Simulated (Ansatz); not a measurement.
Computed with Ansatz on PBE0-D4/def2-TZVP structures; ΔE is electronic, products minus reactants. CCSD(T)/CBS adds triple-zeta CCSD(T) − MP2 to the extrapolated MP2 energy (def2 sets, frozen cores). This one scheme is used for every species. For Ge outer-core shells are correlated without core-valence functions, which leaves a few kJ/mol of doubt a bond. Scalar relativity is left out up to krypton. One conformer a species, not always the lowest.

Consider the ligand exchange at the Si–Cl bond: `N[SiH](Cl)[GeH3]` + NH₃ → `N[SiH](N)[GeH3]` + HCl.

```
           species  CCSD/def2-TZVPP energy (Eh)
`N[SiH](Cl)[GeH3]`                  -2882.71674
               NH₃                    -56.46834
 `N[SiH](N)[GeH3]`                  -2478.84279
               HCl                   -460.32332
```

Q: Work out ΔE.

A: ΔE = (-2478.84279) + (-460.32332) − (-2882.71674) − (-56.46834) = 0.01897 Eh = +11.9 kcal/mol. CCSD(T)/CBS gives +12.8 kcal/mol.

Largest T1 diagnostic among the species: 0.011.
